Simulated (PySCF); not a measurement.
NMR data simulated for an unnamed compound:

1H NMR (500 MHz, computed): δ 6.86 (br s, 1H), 5.28 (m, 1H), 3.24 (m, 1H), 2.30 (m, 2H), 1.82 (m, 2H).

13C{1H} NMR (computed): δ 182.9 (C), 129.3 (C), 20.6 (CH), 20.1 (CH2).

Relativity neglected, no solvent, fast rotation and ring inversion assumed for equivalent nuclei, single conformer. Shieldings: GIAO PBE0/pcSseg-1; GFN2-xTB structure; PySCF 2.14.0 with density-fitted response routines.

Shifts are taken against calculated references (same method and geometry level): 1H (σref 31.72), 13C (σref 186.93) vs TMS.

Question: Which of these does the molecule contain: a Si–H bond, a vinyl group CH=CH2, a three-membered ring, an NH or NH2 group, a nitrile, an OH group?

Answer: 
- A Si–H bond: yes (δH 5.28 (m)).
- A vinyl group CH=CH2: no.
- A three-membered ring: no.
- An NH or NH2 group: no.
- A nitrile: yes (δC 129.3).
- An OH group: yes (δH 6.86 (br s)).

The data belong to `[Si@H]1(C(=O)O)C[C@H](C#N)C1`, C5H7NO2Si; they needn't prove each group on their own.

Carbon signals by region: 1 in the far downfield region (above 160 ppm), 1 in the sp2 and nitrile region (100–160 ppm), 2 below 50 ppm. Above 160 ppm: 182.9, carbonyl carbon.

OH and NH positions are those of a molecule without intermolecular hydrogen bonds; in solution they move with solvent, concentration and temperature, and exchange usually removes their couplings. Shifts are as computed. Against solution values, carbons near 30 ppm lie about +3 ppm off and those near 130 ppm about +5 ppm. Of 1211 compounds with measured shifts, 218 miss one by over three times the rms of a fit or turn the order of signals round; such compounds aren't used in these exercises. The C=O carbon of an acid or of an amide with N–H lies up to 10 ppm further downfield in solution, through hydrogen bonding that the calculation lacks. Multiplicities follow the n + 1 count of equivalent neighbours, as no J values were calculated; m marks all less simple cases, F and P coupling included.
